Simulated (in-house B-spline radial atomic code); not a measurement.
Checks on a self-consistent run for Ga5+, 1s1 2s2 2p6 3s2 (3p1/2)2 (3p3/2)3 3d10. Level of theory: Dirac-Hartree-Fock, average of the jj configuration, Fermi nucleus of rms radius 3.9973 fm; calculated with an all-electron radial atomic-structure program (B-spline basis).

```json
{"orbital": "1s1/2", "q": "1", "ε (Eh)": "-402.45758", "<1/r>": "31.5228", "<r²>": "0.00314876", "small-component weight": "0.012723"}
{"orbital": "2s1/2", "q": "2", "ε (Eh)": "-55.18213", "<1/r>": "7.15363", "<r²>": "0.0530312", "small-component weight": "0.0026077"}
{"orbital": "2p1/2", "q": "2", "ε (Eh)": "-50.11545", "<1/r>": "7.06801", "<r²>": "0.0406214", "small-component weight": "0.0025555"}
{"orbital": "2p3/2", "q": "4", "ε (Eh)": "-48.93199", "<1/r>": "6.87642", "<r²>": "0.0422035", "small-component weight": "0.0025027"}
{"orbital": "3s1/2", "q": "2", "ε (Eh)": "-9.94714", "<1/r>": "2.28619", "<r²>": "0.448774", "small-component weight": "0.00059317"}
{"orbital": "3p1/2", "q": "2", "ε (Eh)": "-8.11391", "<1/r>": "2.178", "<r²>": "0.466465", "small-component weight": "0.00054936"}
{"orbital": "3p3/2", "q": "3", "ε (Eh)": "-7.97054", "<1/r>": "2.14197", "<r²>": "0.47899", "small-component weight": "0.00054135"}
{"orbital": "3d3/2", "q": "4", "ε (Eh)": "-4.45056", "<1/r>": "1.87928", "<r²>": "0.560203", "small-component weight": "0.0004339"}
{"orbital": "3d5/2", "q": "6", "ε (Eh)": "-4.37391", "<1/r>": "1.86469", "<r²>": "0.570595", "small-component weight": "0.00042912"}
```

Electron-electron repulsion V_ee = 637.5424 hartree.

Q: What total energy follows from the eigenvalues?

A: The eigenvalues count the repulsion twice, so E = Σqε - V_ee = -912.860 - 637.542 = -1550.403 hartree; the run printed -1550.403.

Q: Does the Dirac virial theorem hold?

A: For a point nucleus E = -2c²Σq·w, with w the small-component weight. Here Σq·w = 0.04128 and c = 137.0360, so the ratio E/(-2c²Σq·w) is 1.000008; the finite nucleus accounts for the departure from 1.

Q: What diamagnetic shielding (Lamb formula) and susceptibility (Langevin formula) do the radii give?

A: σ = (α²/3)Σq<1/r> = 121.531/(3·137.036²) = 2157.2 ppm, and χ = -0.79199×10⁻⁶·Σq<r²> = -7.358×10⁻⁶ cm³/mol with Σq<r²> = 9.2911 bohr². Both are non-relativistic formulas without the paramagnetism of open shells.
